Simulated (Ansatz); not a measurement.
System: C2H8Si, charge 0, singlet. C2H8Si (SMILES C[SiH2]C).
B3LYP-D3(BJ)/def2-TZVP minimum from Ansatz (a first-principles code):
```xyz
11

Si     0.0337    -0.4173    -0.3545
C      1.4580     0.7277     0.0730
C     -1.5208     0.0499     0.5878
H      0.4086    -1.8183    -0.0299
H     -0.2333    -0.3532    -1.8152
H      1.2138     1.7629    -0.1753
H      2.3617     0.4554    -0.4754
H      1.6868     0.6835     1.1400
H     -2.3487    -0.6164     0.3386
H     -1.8284     1.0707     0.3504
H     -1.3554    -0.0087     1.6658
```
Charge 0, spin multiplicity 1.

Total energies in cc-pV(D+d)Z, 20 correlated electrons, 7 frozen orbitals. Open shells are spin-unrestricted; no spin-orbit coupling. Cores are frozen in correlated methods. No relativity.

| method | program | energy (Eh) | minus CCSDT(Q) (mEh) |
|---|---|---|---|
| HF | Ansatz | -369.34825 | 470.29 |
| MP2 | Ansatz | -369.75015 | 68.39 |
| CCSD | Ansatz | -369.80514 | 13.40 |
| CCSD(T) | Ansatz | -369.81682 | 1.71 |
| CCSDT(Q) | Ansatz | -369.81853 | 0.00 |

Rough core times of Ansatz's runs on a shared machine: CCSD(T) under 20 s, CCSDT(Q) 20 min.
